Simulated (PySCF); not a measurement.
**Electron correlation in Al⁺ (aluminium, charge +1)**

[Ne] 3s2, closed-shell 1S. Computed with PySCF 2.14 in dyall-acv3z (19s12p6d4f, 113 functions), with no relativity, point nucleus. Frozen: 1s2; 10 electrons correlated; the 18 highest virtual orbitals of each spin left out.

MP2 pair energies summed by pair of shells (mhartree):

| pair | energy | share (%) |
| --- | --- | --- |
| 2p-2p | -193.48 | 60.5 |
| 2s-2p | -62.74 | 19.6 |
| 3s-3s | -28.85 | 9.0 |
| 2p-3s | -22.32 | 7.0 |
| 2s-2s | -9.78 | 3.1 |
| 2s-3s | -2.42 | 0.8 |

Total MP2 correlation energy: -319.58 mhartree.

Same-spin part -78.60 and opposite-spin part -240.98 mhartree; SCS-MP2 scales them by 1/3 and 6/5 to -315.38 mhartree.

MP2 falls well short for the outer s pair, which is nearly degenerate with np².
